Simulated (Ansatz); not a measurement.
One change: `[AlH2][NH][AlH2]` becomes `[CH3][AlH][NH][AlH2]`.

Ansatz, PBE0-D4/def2-TZVP geometries, multiplicity 1. Each molecule was computed in one conformer, which needn't be the lowest.

```tsv
property	`[AlH2][NH][AlH2]`
LUMO energy (PBE/def2-TZVPP) / eV	-1.88
HOMO energy (PBE0/def2-TZVPP) / eV	-8.13
LUMO energy (ωB97M-V/def2-TZVPP) / eV	0.52
HOMO energy (ωB97M-V/def2-TZVPP) / eV	-10.45
HOMO–LUMO gap (PBE0/def2-TZVPP) / eV	7.04
HOMO–LUMO gap (ωB97M-V/def2-TZVPP) / eV	10.97
```

**Question.** Give the same properties after the change, and the shifts. (An estimate is asked.)

**Answer.** Ansatz gave: 
```tsv
property	`[CH3][AlH][NH][AlH2]`	shift
LUMO energy (PBE/def2-TZVPP) / eV	-1.72	0.16
HOMO energy (PBE0/def2-TZVPP) / eV	-7.94	0.19
LUMO energy (ωB97M-V/def2-TZVPP) / eV	0.65	0.13
HOMO energy (ωB97M-V/def2-TZVPP) / eV	-10.17	0.28
HOMO–LUMO gap (PBE0/def2-TZVPP) / eV	7.00	-0.04
HOMO–LUMO gap (ωB97M-V/def2-TZVPP) / eV	10.83	-0.14
```

The zero-point energy changes by 76.4 kJ/mol with +9 modes.
